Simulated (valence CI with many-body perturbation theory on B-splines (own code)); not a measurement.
**Ho⁶²⁺: electric-dipole lines**

Computed by valence CI with perturbative core correlation (CI+MBPT): three valence electrons over a frozen Dirac-Fock core [He], radial functions for each j: 11 s, 11 p, 10 d, 8 f, 5 g, 2 h, with the one-electron correlation potential Σ1, the two-electron term Σ2, the three-electron term Σ3, Breit, model QED; selected CI, second order for the rest, scaled by the run's own slope (own B-spline code, finite nucleus).

No measured spectrum was set against this ion. As an estimate, large intervals hold to a few tenths of a per cent, small ones and those within an open d or f shell to about a per cent.

Lines 201 to 250 of 576 in falling wavelength, among levels below 98618 × 10³ cm⁻¹, chosen from the strongest by gf and those to the six lowest levels. Wavelengths and rates use the calculated energies. Electric multipoles are in the length gauge, E1 and E2 with the static RPA response of the core. Weak lines are less certain than strong ones. Lines between different terms over intervals too small for the method are left out, as are lines whose strength nearly cancels.

Levels are named by their leading jj configuration (3d3/2^4 stands for four electrons in 3d with j = 3/2), which in mixed levels can hold well under half, so a name can repeat and another be missing. Letters in brackets count levels of one name in rising energy.

```
λ vac (nm)                          Upper                       Lower   A (s⁻¹)  log gf  Branch %
     1.054            (2s 2p3/2 3s) J=1/2             (2s^2 3s) J=1/2  4.60e+12   -0.81       1.9
     1.053     (2s 2p3/2 3p1/2) J=3/2 [b]          (2s^2 3p1/2) J=1/2  4.36e+12   -0.54       2.3
     1.053      (2p3/2^2 3p3/2) J=3/2 [b]  (2s 2p3/2 3p3/2) J=5/2 [b]  2.93e+12   -0.71       0.9
     1.052     (2s 2p3/2 3d5/2) J=5/2 [b]          (2s^2 3d5/2) J=5/2  4.10e+12   -0.39       0.3
     1.052  (2p1/2 2p3/2 3d3/2) J=3/2 [a]  (2s 2p1/2 3d3/2) J=3/2 [a]  2.60e+12   -0.76       0.8
     1.052  (2p1/2 2p3/2 3p3/2) J=5/2 [b]  (2s 2p1/2 3p3/2) J=3/2 [b]  1.54e+12   -0.82       0.5
     1.052             (2p3/2^2 3s) J=1/2         (2s 2p3/2 3s) J=1/2  2.43e+12   -1.09       2.0
     1.051      (2p3/2^2 3d5/2) J=5/2 [b]  (2s 2p3/2 3d5/2) J=7/2 [b]  2.87e+12   -0.54       0.3
     1.051  (2p1/2 2p3/2 3d3/2) J=5/2 [a]  (2s 2p1/2 3d3/2) J=3/2 [a]  1.45e+12   -0.84       1.1
     1.050     (2s 2p3/2 3d3/2) J=1/2 [b]          (2s^2 3d3/2) J=3/2  4.23e+12   -0.85       0.3
     1.050      (2p1/2 2p3/2 3d5/2) J=1/2      (2s 2p1/2 3d5/2) J=3/2  3.20e+12   -0.98       0.3
     1.050  (2p1/2 2p3/2 3p1/2) J=3/2 [a]  (2s 2p1/2 3p1/2) J=1/2 [a]  1.86e+12   -0.91       0.3
     1.050  (2p1/2 2p3/2 3d5/2) J=7/2 [b]      (2s 2p1/2 3d5/2) J=7/2  1.57e+12   -0.68       0.1
     1.050          (2p3/2^2 3p3/2) J=5/2  (2s 2p3/2 3p3/2) J=3/2 [a]  1.09e+12   -0.97       0.3
     1.050  (2p1/2 2p3/2 3p3/2) J=5/2 [b]      (2s 2p1/2 3p3/2) J=5/2  1.36e+12   -0.87       0.4
     1.050     (2s 2p3/2 3p3/2) J=3/2 [b]          (2s^2 3p3/2) J=3/2  4.34e+12   -0.54       2.4
     1.050        (2s 2p3/2 3s) J=3/2 [b]             (2s^2 3s) J=1/2  4.32e+12   -0.54       3.7
     1.049     (2s 2p3/2 3d5/2) J=3/2 [b]          (2s^2 3d5/2) J=5/2  4.55e+12   -0.52       0.4
     1.049  (2p1/2 2p3/2 3d5/2) J=3/2 [a]  (2s 2p1/2 3d5/2) J=5/2 [a]  1.40e+12   -1.04       0.2
     1.049     (2p1/2 2p3/2 3s) J=3/2 [a]     (2s 2p1/2 3s) J=1/2 [a]  2.55e+12   -0.77       2.5
     1.048  (2p1/2 2p3/2 3d5/2) J=5/2 [a]  (2s 2p1/2 3d5/2) J=5/2 [a]  1.18e+12   -0.93       0.1
     1.047  (2p1/2 2p3/2 3d3/2) J=1/2 [a]  (2s 2p1/2 3d3/2) J=3/2 [a]  3.35e+12   -0.96       1.8
     1.047     (2s 2p3/2 3p3/2) J=1/2 [b]          (2s^2 3p3/2) J=3/2  4.27e+12   -0.85      37.5
     1.045      (2p3/2^2 3d5/2) J=5/2 [a]  (2s 2p3/2 3d5/2) J=3/2 [a]  7.77e+11   -1.12       0.1
     1.044             (2p3/2^2 3s) J=3/2     (2s 2p3/2 3s) J=3/2 [a]  2.79e+12   -0.74       1.4
     1.043      (2p3/2^2 3d3/2) J=3/2 [a]  (2s 2p3/2 3d3/2) J=3/2 [a]  1.49e+12   -1.01       0.1
     1.042          (2p3/2^2 3d3/2) J=7/2      (2s 2p3/2 3d3/2) J=7/2  2.70e+12   -0.45       0.3
     1.040          (2p3/2^2 3p3/2) J=7/2      (2s 2p3/2 3p3/2) J=7/2  2.90e+12   -0.42       0.9
     1.040     (2s 2p3/2 3d5/2) J=3/2 [a]          (2s^2 3d3/2) J=3/2  1.80e+12   -0.93       0.2
     1.040          (2p3/2^2 3p1/2) J=3/2  (2s 2p3/2 3p1/2) J=3/2 [a]  3.09e+12   -0.70       0.7
     1.040          (2p3/2^2 3p1/2) J=5/2      (2s 2p3/2 3p1/2) J=5/2  3.19e+12   -0.51       0.7
     1.039      (2p3/2^2 3d3/2) J=3/2 [a]  (2s 2p3/2 3d3/2) J=5/2 [a]  1.26e+12   -1.09       0.1
     1.038          (2p3/2^2 3d5/2) J=7/2      (2s 2p3/2 3d5/2) J=9/2  8.68e+11   -0.95       7.5
     1.038          (2p3/2^2 3d5/2) J=9/2      (2s 2p3/2 3d5/2) J=9/2  2.71e+12   -0.36      24.4
     1.038          (2p1/2 2p3/2^2) J=3/2      (2s 2p1/2 2p3/2) J=5/2  3.98e+11   -1.59       5.7
     1.038         (2s 2p1/2 2p3/2) J=1/2          (2s^2 2p1/2) J=1/2  5.04e+12   -0.79      99.6
     1.037          (2p3/2^2 3d3/2) J=5/2  (2s 2p3/2 3d3/2) J=5/2 [a]  1.84e+12   -0.75       0.2
     1.036     (2s 2p1/2 2p3/2) J=3/2 [b]          (2s^2 2p1/2) J=1/2  4.47e+12   -0.54      99.8
     1.033  (2p1/2 2p3/2 3d5/2) J=5/2 [b]  (2s 2p1/2 3d5/2) J=5/2 [a]  8.33e+11   -1.10       0.1
     1.032             (2p3/2^2 3s) J=5/2         (2s 2p3/2 3s) J=5/2  3.13e+12   -0.52       4.4
     1.032          (2p1/2 2p3/2^2) J=1/2  (2s 2p1/2 2p3/2) J=3/2 [b]  5.19e+12   -0.78      67.8
     1.031      (2p3/2^2 3d5/2) J=5/2 [a]  (2s 2p3/2 3d5/2) J=7/2 [a]  1.59e+12   -0.82       0.1
     1.030          (2p1/2 2p3/2^2) J=1/2      (2s 2p1/2 2p3/2) J=1/2  2.36e+12   -1.12      30.9
     1.027          (2p1/2^2 2p3/2) J=3/2          (2s 2p1/2^2) J=1/2  3.32e+12   -0.68      96.8
     1.027             (2s 2p3/2^2) J=1/2          (2s^2 2p3/2) J=3/2  4.02e+12   -0.90      99.5
     1.026             (2s 2p3/2^2) J=3/2          (2s^2 2p3/2) J=3/2  7.28e+12   -0.34      99.1
     1.025      (2p3/2^2 3p3/2) J=3/2 [a]  (2s 2p3/2 3p3/2) J=5/2 [a]  1.31e+12   -1.08       0.4
     1.019          (2p1/2 2p3/2^2) J=5/2      (2s 2p1/2 2p3/2) J=5/2  3.26e+12   -0.52      50.4
     1.006          (2p1/2 2p3/2^2) J=3/2  (2s 2p1/2 2p3/2) J=3/2 [a]  3.58e+12   -0.66      51.3
    0.9884                (2p3/2^3) J=3/2          (2s 2p3/2^2) J=5/2  2.05e+12   -0.92      19.7
```

(1) How does gf follow from A for the line at 1.037 nm?

Results:

(1) gf = 1.4992 × (2J+1)_upper × A / σ², with σ = 9643179 cm⁻¹ and 2J+1 = 6: gf = 0.178.
